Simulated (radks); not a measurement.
The numbers below are computed, except where a source is named.
La III, configuration [Xe] 5d1 (the NIST ground configuration). Level of theory: Dirac Kohn-Sham, BLYP, spin-unpolarised, spherical densities, finite nucleus; open shells fill j = l - 1/2 first; Fermi nuclear charge, rms radius 4.855 fm (a radial shooting solver on a logarithmic mesh with Libxc functionals).

Unscreened Slater integrals over Kohn-Sham orbitals (eV). Large and small components are both included. Empty in this configuration: 5d5/2.

F0(5d3/2,5d3/2): 9.4576
F2(5d3/2,5d3/2): 4.9449
F0(5d3/2,5p3/2): 10.897
F2(5d3/2,5p3/2): 5.2808
G1(5d3/2,5p3/2): 6.1881
G3(5d3/2,5p3/2): 3.8245
F0(5d3/2,5p1/2): 11.029
G1(5d3/2,5p1/2): 5.8779
F0(5d3/2,5s1/2): 11.337
G2(5d3/2,5s1/2): 3.8267
F0(5d3/2,5d5/2): 9.3912
F2(5d3/2,5d5/2): 4.9103
G2(5d3/2,5d5/2): 4.9088
G4(5d3/2,5d5/2): 3.2497
F0(5p3/2,5p3/2): 13.489
F2(5p3/2,5p3/2): 7.2790
F0(5p3/2,5p1/2): 13.775
G2(5p3/2,5p1/2): 7.3886
F0(5p3/2,5s1/2): 14.462
G1(5p3/2,5s1/2): 9.5820
F0(5p3/2,5d5/2): 10.788
F2(5p3/2,5d5/2): 5.1857
G1(5p3/2,5d5/2): 6.0109
G3(5p3/2,5d5/2): 3.7169
F0(5p1/2,5p1/2): 14.088
F0(5p1/2,5s1/2): 14.838
G1(5p1/2,5s1/2): 10.135
F0(5p1/2,5d5/2): 10.916
G3(5p1/2,5d5/2): 3.5262
F0(5s1/2,5s1/2): 15.755
F0(5s1/2,5d5/2): 11.211
G2(5s1/2,5d5/2): 3.6698
F0(5d5/2,5d5/2): 9.3266
F2(5d5/2,5d5/2): 4.8782
F4(5d5/2,5d5/2): 3.2294
